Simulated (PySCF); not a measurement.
Here is a computed GFN2-xTB geometry (Å):
```
atom  x, y, z in Å
O1     0.101    2.060    1.549
S2     0.714    1.823    0.244
C3    -0.626    1.071   -0.796
C4    -1.219   -0.096   -0.034
C5    -0.301   -1.314   -0.083
C6     1.117   -0.999    0.260
C7     1.602    0.221    0.394
F8     2.906    0.420    0.682
H9    -1.360    1.859   -0.959
H10   -0.181    0.781   -1.745
H11   -2.198   -0.360   -0.438
H12   -1.358    0.223    1.003
H13   -0.316   -1.752   -1.088
H14   -0.668   -2.082    0.602
H15    1.782   -1.844    0.388
```

Neutral, closed shell.

(1) Which heavy atoms are bonded, and with what formal order?

(2) Which species is it?

(3) Name the point group.

(4) Which rings does it hold (smallest set)?

(5) Classify the heavy atoms.

(6) What is the arrangement about S2?

(7) What is the arrangement about C3?

Answers

(1) O1–S2 1.46 Å (double); S2–C3 1.86 Å (single); C3–C4 1.51 Å (single); C4–C5 1.53 Å (single); C5–C6 1.49 Å (single); C6–C7 1.32 Å (double); C7–F8 1.35 Å (single); S2–C7 1.84 Å (single). Bonds to hydrogen (Å): C3–H9 1.09; C3–H10 1.09; C4–H11 1.09; C4–H12 1.09; C5–H13 1.10; C5–H14 1.09; C6–H15 1.08. The orders are those of one drawing; other resonance forms can be drawn.

(2) `O=[S@@]1CCCC=C1F`, C5H7FOS. Among its features: C=C double bond, sulfoxide and C–F bond.

(3) C1 (no symmetry element, even within 0.4 Å).

(4) S2–C3–C4–C5–C6–C7 (6 members, 0.25 Å rms from planarity).

(5) O1: sulfinyl oxygen; S2: sulfinyl sulfur; C3: sp3 carbon bound to sulfur; C4: ring CH2 carbon; C5: allylic carbon; C6: alkene CH carbon; C7: vinylic C–F carbon; F8: vinyl fluorine.

(6) It has 3 neighbours (O1, C3, C7) and is pyramidal (angles 105.8°, 105.3° and 92.4°, sum 303.5°, 0.75 Å off the plane of its three neighbours).

(7) It has 4 neighbours (S2, C4, H9, H10) and is distorted tetrahedral (angles from 106.1° to 113.2°).
